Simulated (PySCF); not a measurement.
methylamine (CH5N), singlet, geometry from GFN2-xTB. Base run: PySCF with MP2/3-21G.

PySCF was given this input:
```python
from pyscf import gto, scf, mp

mol = gto.Mole()
mol.atom = '''
    C     0.06015742    0.70059241   -0.00131411
    N     0.03966195   -0.75172453    0.00299697
    H    -0.93451955    1.16943137   -0.01795391
    H    -0.46398692   -1.09295311    0.81518120
    H    -0.43905591   -1.09816464   -0.82195807
    H     0.58603787    1.04291425    0.88931393
    H     0.61294631    1.03728935   -0.87767727
'''
mol.basis = '3-21g'
mol.verbose = 4
mol.build()

mf = scf.RHF(mol)
mf.kernel()

pt = mp.MP2(mf, frozen=2)
pt.kernel()
print('E(MP2) = %.10f' % pt.e_tot)
mf.analyze()
```

Each row names what was changed in the base input (with any setting that the change needs).

| change | basis functions | E (Eh) | MP2 correlation (Eh) | SCF-reference HOMO (eV) | SCF-reference HOMO-LUMO gap (eV) | SCF-reference dipole (D) |
|---|---|---|---|---|---|---|
| base | 28 | -94.88007 | -0.20004 | -10.10 | 17.39 | 1.70 |
| basis = 6-31G | 28 | -95.37153 | -0.20379 | -10.29 | 16.35 | 1.84 |
| basis = pcseg-0 | 28 | -95.12939 | -0.20291 | -10.33 | 15.75 | 1.86 |
| basis = 6-31G* | 38 | -95.50278 | -0.29415 | -10.43 | 16.63 | 1.52 |
| basis = 6-31+G* | 46 | -95.51199 | -0.29894 | -10.56 | 12.66 | 1.58 |
| basis = pcseg-1 | 53 | -95.51789 | -0.32649 | -10.54 | 14.95 | 1.52 |
| basis = 6-311G** | 66 | -95.58716 | -0.34521 | -10.47 | 14.75 | 1.42 |
| basis = def2-SVPD | 80 | -95.49598 | -0.34249 | -10.60 | 13.47 | 1.39 |
| basis = aug-pcseg-1 | 91 | -95.54054 | -0.34127 | -10.59 | 11.44 | 1.37 |
| basis = def2-TZVP | 92 | -95.64325 | -0.38913 | -10.56 | 14.24 | 1.41 |
| basis = def2-TZVPD | 119 | -95.64780 | -0.39261 | -10.59 | 12.69 | 1.37 |
| basis = pcseg-2 | 130 | -95.65299 | -0.40062 | -10.58 | 13.26 | 1.41 |
| basis = def2-TZVPP | 132 | -95.66052 | -0.40358 | -10.56 | 14.20 | 1.38 |

Totals compare only among sets that treat the same electrons; sets with core potentials leave the core out.
